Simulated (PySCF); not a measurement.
Al(H)(Cl)(OEt) (C2H6AlClO), SMILES CC[O][AlH][Cl]. Geometry optimised at PBE-D3(BJ)/def2-SVP. The structure was generated by enumeration; whether it is a known compound was not checked. One conformer was computed; it need not be the lowest.

Problem. Give the equilibrium geometry at PBE-D3(BJ)/def2-SVP (PySCF confirms it by a frequency run) as a Z-matrix. (Estimate from the structure and the level; the computed values follow.)

Solution. This is not unique; one that fits is 
```
C
O 1 1.4132
H 1 1.1133 2 107.80
H 1 1.1154 3 106.59 2 118.55
C 1 1.5244 3 109.91 4 118.69
H 5 1.1092 1 110.62 3 62.73
H 5 1.1093 6 108.09 1 121.61
H 5 1.1099 6 108.42 7 116.72
Al 2 1.7043 1 137.66 3 175.02
H 9 1.5769 2 118.31 1 176.39
Cl 9 2.1198 10 121.73 2 -179.58
```
